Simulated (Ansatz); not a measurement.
Relaxation of C$_{2}$H$_{6}$N$_{2}$Si (11 atoms, charge 0, multiplicity 1), to a largest force component of 0.015 eV/Å in at most 40 steps.

Theory: RKS PBE0-D4/6-31G (Ansatz 0.2.0).

```xyz
11
Properties=species:S:1:pos:R:3:forces:R:3
C -1.479 1.625 -0.791 -3.80 4.78 0.32
N -0.912 0.761 -1.479 -0.19 -0.56 -2.23
C -0.114 -0.094 -0.820 3.56 -2.09 2.56
N 0.158 -0.002 0.464 -2.42 1.37 -3.20
Si 1.173 -1.195 1.123 1.75 -0.92 2.61
H -1.445 1.827 0.288 0.46 -0.66 -0.13
H -2.170 2.371 -1.325 1.02 -1.10 0.60
H 0.456 -0.830 -1.457 -0.95 0.51 0.27
H 0.646 -2.521 0.875 -0.31 -1.10 -0.22
H 2.495 -1.019 0.518 0.82 -0.13 -0.23
H 1.258 -0.980 2.625 0.07 -0.11 -0.35
```

Where does it end, and by what steps?

The forces met the threshold. Limits of this set-up: no polarisation functions. After 16 steps the energy has fallen by 0.930 eV; H8 moved furthest, 0.99 Å.

```
step  energy less start (eV)  largest force component (eV/Å)  accepted
   0                  0.0000                           4.784       yes
   1                 -0.5534                           2.406       yes
   2                 -0.7137                           0.996       yes
   3                 -0.7057                           1.205        no
   4                 -0.7740                           0.355       yes
   5                 -0.7980                           0.263       yes
   6                 -0.8284                           0.589       yes
   7                 -0.8675                           0.512       yes
   8                 -0.8827                           0.550       yes
   9                 -0.8920                           0.691       yes
  10                 -0.9106                           0.354       yes
  11                 -0.9105                           0.387        no
  12                 -0.9233                           0.144       yes
  13                 -0.9273                           0.135       yes
  14                 -0.9286                           0.114       yes
  15                 -0.9295                           0.044       yes
  16                 -0.9296                           0.014       yes
```

```xyz
11
Properties=species:S:1:pos:R:3
C -1.535 1.801 -0.873
N -0.910 0.861 -1.473
C -0.279 -0.171 -0.762
N 0.458 0.047 0.260
Si 1.401 -1.218 1.140
H -1.674 1.821 0.212
H -1.945 2.620 -1.457
H -0.450 -1.151 -1.223
H 1.178 -2.604 0.572
H 2.858 -0.875 1.053
H 0.963 -1.188 2.573
```

Time of the run: 62 s on 1 CPU thread of a shared host.
